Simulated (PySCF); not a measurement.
Ga(F)(Cl)(vinyl) (C2H3ClFGa), SMILES [Cl][Ga]([CH]=C)[F]. Geometry: ωB97X-D3(BJ)/def2-SVP. The structure was generated by enumeration; whether it is a known compound was not checked. One conformer was computed; it need not be the lowest.

Computed equilibrium geometry at ωB97X-D3(BJ)/def2-SVP (PySCF confirms it by a frequency run) as a Z-matrix (one conformer of several):
```
C
C 1 1.3396
H 1 1.0958 2 119.79
H 2 1.0968 1 121.73 3 -179.98
H 2 1.0973 4 116.29 1 -179.98
Ga 1 1.9222 3 121.22 2 -179.83
F 6 1.7483 1 124.55 3 0.85
Cl 6 2.1355 7 114.04 1 -179.71
```
